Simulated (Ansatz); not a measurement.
Reaction (redistribution): `N[SiH2][SiH2]N` + `C[NH][InH2]` → `CN[SiH2][SiH2]N` + `[NH2][InH2]`

Gas-phase electronic energies from Ansatz, PBE0-D4/def2-TZVP geometries. CCSD(T)/CBS adds triple-zeta CCSD(T) − MP2 to the extrapolated MP2 energy (def2 sets, frozen cores). Functionals use def2-TZVPP. def2 core potentials past Kr. For In outer-core shells are correlated without core-valence functions, which leaves a few kJ/mol of doubt a bond. One conformer a species, not always the lowest.

Question: Is it downhill or uphill in electronic energy at CCSD(T)/CBS, and by how much? (An estimate is asked.)

Answer: Ansatz gave: Nearly level: ΔE = -0.1 kcal/mol.

Question: What do these levels give: PBE, MP2/def2-TZVPP, CCSD/def2-TZVPP, CCSD(T)/def2-TZVPP, HF/CBS(def2), CCSD/CBS(def2)? (An estimate is asked.)

Answer: Ansatz gave: PBE 0.1, MP2/def2-TZVPP -0.1, CCSD/def2-TZVPP -0.3, CCSD(T)/def2-TZVPP -0.1, HF/CBS(def2) -1.2, CCSD/CBS(def2) -0.3 kcal/mol.

Largest T1 diagnostic among the species: 0.016.

In def2-TZVPP, CCSD(T) changes the Hartree–Fock value by +1.0 kcal/mol (the triples alone add +0.2 kcal/mol) and MP2 by +1.1 kcal/mol.
